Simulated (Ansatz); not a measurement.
CH$_{3}$AlFNS (`F[CH]1[NH][Al]1[SH]`), relaxed with RKS PBE0-D4/def2-TZVP in Ansatz from a PBE-D4/def2-SVP geometry. The force threshold is 0.005 eV/Å; the program also tests the step.

The species carries charge 0 and has multiplicity 1.

Start:

```xyz
8

F    -1.172   -1.063    1.643
C    -1.037   -0.100    0.640
N     0.033    0.854    0.859
Al    0.507   -0.076   -0.566
S     2.190   -0.250   -1.956
H    -2.061    0.302    0.459
H    -0.013    1.524    1.634
H     1.553   -1.191   -2.713
```

```
        step  energy (eV)  largest force (eV/Å)  largest move (Å)
           1  -22715.6581                 0.630             0.000
           2  -22715.6960                 0.459             0.042
           3  -22715.7057                 0.131             0.029
           4  -22715.7067                 0.063             0.047
           5  -22715.7074                 0.055             0.026
6 (rejected)  -22715.7070                 0.145             0.004
           7  -22715.7076                 0.017             0.002
           8  -22715.7077                 0.011             0.009
           9  -22715.7077                 0.008             0.002
          10  -22715.7077                 0.003             0.002
```

End:

```xyz
8

F    -1.140   -1.083    1.580
C    -1.012   -0.101    0.598
N     0.038    0.859    0.871
Al    0.539   -0.025   -0.534
S     2.153   -0.255   -1.958
H    -2.017    0.298    0.443
H    -0.044    1.515    1.633
H     1.483   -1.207   -2.633
```

It took 48 s on 2 threads of an AMD EPYC 7B13 on a shared host, with 0.46 GiB of host memory at the peak.
